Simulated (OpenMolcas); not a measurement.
# Co3+: ligand-field states by method

Co3+ with its 6 nearest fluoride ions at 2.01 Å, on the Y site of Cs2NaYF6 (a = 9.075 Å, distance in the model lattice 2.178 Å). The rest of the host is ab initio model potentials to 7.6 Å, with orthogonalisation functions on the cations behind the ligands, and point charges beyond; the distance is set by hand and nothing relaxes. Ligand basis ANO-RCC-VDZP.

| Property | Result |
| --- | --- |
| Program | OpenMolcas 26.06 |
| Basis | ANO-RCC-VTZP [6s5p3d2f1g] |
| Scalar Hamiltonian | DKH2, point nucleus |
| Active space | 6 electrons in 5 orbitals (3d) |
| State averaging | 2S+1 = 5 even, 5 roots; 2S+1 = 3 even, 45 roots; 2S+1 = 1 even, 50 roots |
| Spin-orbit coupling | state interaction with AMFI integrals over the reference wave functions |

I. CASSCF
II. SS-CASPT2, IPEA 0.25 Eh, imaginary shift 0.1 Eh (closed shells correlated: 3s 3p and the ligand valence shells)
III. SS-CASPT2, IPEA 0.25 Eh, imaginary shift 0.2 Eh (closed shells correlated: 3s 3p and the ligand valence shells)

Spin-free states (labels of O, the rotations of Oh) in cm-1, each column counted from its own energy of the first state listed:

```tsv
State	Degeneracy	I	II	III
5T2	3	0	0	0
5E	2	8220	11210	11240
3T1	3	17454	8700	8760
3T2	3	21245	11390	11440
1A1	1	21800	6530	6510
3T1	3	24631	18550	18660
3T2	3	27134	18240	18380
1T1	3	28206	15700	15710
3E	2	28616	22060	22200
3T1	3	28811	20880	21000
3T2	3	33404	25480	25560
3A2	1	33964	27720	27780
1T2	3	34242	22040	22170
3T1	3	34722	31430	31460
3E	2	34829	29920	30030
1E	2	36969	26290	26310
1A1	1	38352	25840	26120
3A1	1	38689	34430	34480
1T2	3	39708	28190	28320
3T2	3	40616	32110	32240
```

From I to II, I's first state of the same spin (5E) moves from 8220 to 11210 cm-1, by about +3000 cm-1.

From I to II, I's first state of another spin (3T1) moves from 17454 to 8700 cm-1, by about -8800 cm-1. In II another state of that kind comes below it.

χT at 300 K: I 4.21, II 4.16, III 4.16 cm3 K/mol.

Roots that are degenerate in the reference are averaged as groups; the widest CASPT2 spread within a group is 580 cm-1 (the 2-fold group of multiplicity 1 near 42600 cm-1 above the lowest state of its run, II). Shifts and gaps below about the spread of the groups concerned are not significant. Over all roots computed the reference weight is 0.65 to 0.72 in II, 0.69 to 0.73 in III; the roots of lowest weight are the least certain, and an intruder state may touch them. An orbital triplet at a regular site is open to Jahn-Teller coupling, which can distort the site and quench the lowest spin-orbit gaps and is left out. Ligand-to-metal charge-transfer states are missing. With no ligand orbital active B as a rule stays too high, so bands that hang on it stand too high and its fall with covalency is understated. Without dynamic correlation the repulsion within the d shell is too large (B by tens of per cent), so at a given field states of lower spin stand too high (holds for I). CASSCF with metal d orbitals alone favours high spin, so a ground state of lower spin is not ruled out (holds for I). With metal d orbitals alone and no dynamic correlation 10Dq can be off by a tenth to a fifth, either way, in oxide and fluoride hosts (holds for I). This shell can be high or low spin here, a state of another spin lies low, and with metal d orbitals alone active their balance is uncertain, so the ground spin may be wrong (holds for II; III). A single d shell leaves out the double-shell effect, which counts most for late 3d ions, where the CASPT2 field can be off either way by tens of per cent (holds for II; III). These CASPT2 states fit no ligand-field parameters well, so their order and spin gaps are uncertain (holds for II; III). With one d shell and no ligand orbital active, 10Dq can be off by a tenth or more (holds for II; III). Free-ion shares, where given, are those of the reference states; single-state CASPT2 does not remix them (holds for II; III). No measured value stands beside these numbers; the geometry was set by hand and not optimised.
